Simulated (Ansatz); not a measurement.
A nudged elastic band was laid between two geometries of AlClFH3O (7 atoms, charge 0, multiplicity 1).

These are results of Ansatz, RKS PBE0-D4/cc-pVDZ, not measurements.

```yaml
movable_images: 3
climbing_image: yes
spring: 5.0 eV/Å²
optimiser: quadratic models (default)
start_path: through a guess of the saddle point
force_threshold: 0.03 eV/Å
iteration_limit: 60
end_points: relaxed
```

First end point:

```xyz
7
Properties=species:S:1:pos:R:3
Al 0.034 0.021 0.045
Cl -0.066 -0.327 2.227
H 1.452 0.067 -0.628
O -1.376 -0.384 -0.857
H -2.209 -0.603 -0.432
F -0.246 1.968 0.674
H -0.265 1.682 1.590
```

Last end point:

```xyz
7
Properties=species:S:1:pos:R:3
Al -0.135 0.398 -0.159
Cl 0.002 0.069 2.474
H 1.239 -0.193 -0.656
O -1.706 -0.177 -0.569
H -1.832 -1.023 -1.007
F -0.150 2.019 0.439
H -0.095 1.331 2.098
```

Task: What changes between the two ends?

Result: Bonds broken: F6–H7. Bonds formed: Cl2–H7.

Task: What energy profile does the band end with?

Result: The forces met the threshold. The highest image is number 3 of 0 to 4, 5.8 kcal/mol above the first end and 0.9 kcal/mol above the last; the last end lies 4.9 kcal/mol above the first. The profile has 2 maxima (images 1, 3) with wells between them (image 2): this band takes more than one step, which may be the mechanism or a detour left from its start path. Another band between the same ends (5 images) ends at a top of the same energy, where a vibrational analysis finds 1 clearly imaginary mode. So few images can step over the top or miss a turn of the path. The orbitals stay closed-shell, which can raise the energy where a bond breaks towards radicals; this wasn't checked here.

| image | path coordinate (Å) | energy (kcal/mol) | F6–H7 (Å) | Cl2–H7 (Å) |
| --- | --- | --- | --- | --- |
| 0 | 0.00 | 0.0 | 0.96 | 2.12 |
| 1 | 0.72 | 1.8 | 0.96 | 2.13 |
| 2 | 1.43 | 0.9 | 0.97 | 2.06 |
| 3 | 2.15 | 5.8 | 1.31 | 1.45 |
| 4 | 2.59 | 4.9 | 1.80 | 1.32 |

Task: What is the geometry of the highest image?

Result: 
```xyz
7
Properties=species:S:1:pos:R:3:forces:R:3
Al -0.120 0.272 -0.011 0.00 0.00 0.00
Cl 0.018 0.091 2.425 0.00 0.00 0.00
H 1.260 -0.168 -0.626 0.00 0.00 0.00
O -1.702 -0.184 -0.510 0.00 0.00 0.00
H -1.865 -0.950 -1.067 0.00 0.00 0.00
F -0.170 1.969 0.618 0.00 0.00 0.00
H -0.097 1.395 1.790 0.00 0.00 0.00
```

The run took 2 min on 2 threads of Intel(R) Xeon(R) Platinum 8259CL CPU @ 2.50GHz (Skylake/Cascade Lake), on a shared host, peak memory 0.19 GiB.
